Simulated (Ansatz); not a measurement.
Reaction (formal loss of a carbene): `FCBI` → `BI` + `[CH]F`

Gas-phase electronic energies from Ansatz, PBE0-D4/def2-TZVP geometries. CCSD(T)/CBS adds triple-zeta CCSD(T) − MP2 to the extrapolated MP2 energy (def2 sets, frozen cores). This one scheme is used for every species. Functionals use def2-TZVPP. B3LYP here is the variant with VWN-RPA as its local correlation; programs differ in this. HSE06 is defined as in plane-wave codes. def2 core potentials past Kr. For I outer-core shells are correlated without core-valence functions, which leaves a few kJ/mol of doubt a bond. Each species was taken in one conformer, which may not be the lowest.

`FCBI`:

Cartesian coordinates in Å:
```
F 0.571 0.714 -1.481
C -0.223 0.596 -0.360
B 0.067 -0.611 0.572
I 1.584 -2.005 0.167
H -0.137 1.523 0.228
H -1.275 0.548 -0.681
H -0.587 -0.766 1.556
```

`BI`:

Cartesian coordinates in Å:
```
B -0.057 -0.211 0.119
I 0.421 1.570 -0.884
H 0.388 -0.368 1.209
H -0.753 -0.992 -0.443
```

`[CH]F`:

```xyz
3

C     0.086   -0.341    0.368
F    -0.955   -0.026   -0.345
H     0.869    0.367   -0.023
```

| level | ΔE (eV) | difference from CCSD(T)/CBS |
| --- | --- | --- |
| LDA (SPW92) | 4.95 | 0.79 |
| PBE-D4 | 4.39 | 0.23 |
| revPBE-D4 | 4.25 | 0.09 |
| BLYP-D4 | 4.07 | -0.09 |
| r2SCAN-D4 | 4.43 | 0.27 |
| B97M-V | 4.26 | 0.10 |
| PBE0-D4 | 4.45 | 0.29 |
| B3LYP-D4 | 4.19 | 0.03 |
| r2SCAN0-D4 | 4.47 | 0.31 |
| HSE06-D4 | 4.45 | 0.29 |
| BHLYP-D4 | 4.22 | 0.06 |
| CAM-B3LYP-D4 | 4.27 | 0.11 |
| ωB97X-V | 4.23 | 0.07 |
| ωB97M-V | 4.17 | 0.01 |
| B2PLYP | 4.15 | -0.01 |
| PBE-QIDH | 4.44 | 0.28 |
| PBE | 4.32 | 0.16 |
| revPBE | 4.06 | -0.10 |
| r2SCAN | 4.41 | 0.25 |
| PBE0 | 4.40 | 0.24 |
| B3LYP | 4.08 | -0.08 |
| r2SCAN0 | 4.45 | 0.29 |
| HSE06 | 4.40 | 0.24 |
| BHLYP | 4.14 | -0.02 |
| CAM-B3LYP | 4.21 | 0.05 |
| LC-ωPBE | 4.40 | 0.24 |
| RPA@PBE/def2-TZVPP | 3.76 | -0.40 |
| HF/def2-SVP | 3.78 | -0.38 |
| MP2/def2-SVP | 4.36 | 0.20 |
| CCSD/def2-SVP | 4.07 | -0.09 |
| CCSD(T)/def2-SVP | 4.07 | -0.09 |
| HF/def2-TZVPP | 3.64 | -0.52 |
| SCS-MP2/def2-TZVPP | 4.16 | 0.00 |
| CCSD/def2-TZVPP | 4.05 | -0.11 |
| CCSD(T)/def2-TZVPP | 4.08 | -0.08 |
| HF/def2-QZVPP | 3.63 | -0.53 |
| MP2/def2-QZVPP | 4.42 | 0.26 |
| SCS-MP2/def2-QZVPP | 4.21 | 0.05 |
| HF/CBS(def2) | 3.63 | -0.53 |
| CCSD/CBS(def2) | 4.14 | -0.02 |
| CCSD(T)/CBS | 4.16 | 0 |

Largest T1 diagnostic among the species: 0.018.

From PBE to PBE0 (25 % exact exchange), in def2-TZVPP and without D4, ΔE moves by +0.08 eV. Leaving LDA and LC-ωPBE aside and taking each functional with its dispersion term where it has one, the values spread over 0.40 eV, from BLYP-D4 to r2SCAN0-D4. LDA lies +0.63 eV from PBE without D4.
